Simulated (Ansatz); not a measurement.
Computed with Ansatz.

A structure relaxed at PBE0-D4/def2-TZVP, charge 0, multiplicity 1:

```xyz
10

N    -0.4724    0.6235    1.5886
Al    0.0008   -0.0001    0.0002
N    -0.0096   -1.7444   -0.3052
N     0.4823    1.1208   -1.2834
H    -0.6728    1.5877    1.7933
H    -0.5802    0.0655    2.4185
H     0.4122   -2.1930   -1.1005
H    -0.4383   -2.4317    0.2910
H     0.6928    2.0951   -1.1490
H     0.5852    0.8766   -2.2537
```

(1) Give its formula and SMILES.

(2) Point group (tolerance 0.08 Å, 0.16 Å for H)?

(3) Summarise the bond lengths by kind.

## Answers

(1) AlH6N3, `[NH2][Al]([NH2])[NH2]`.

(2) D3.

(3) 3 × Al–N 1.771 Å; 6 × H–N 1.006 Å.
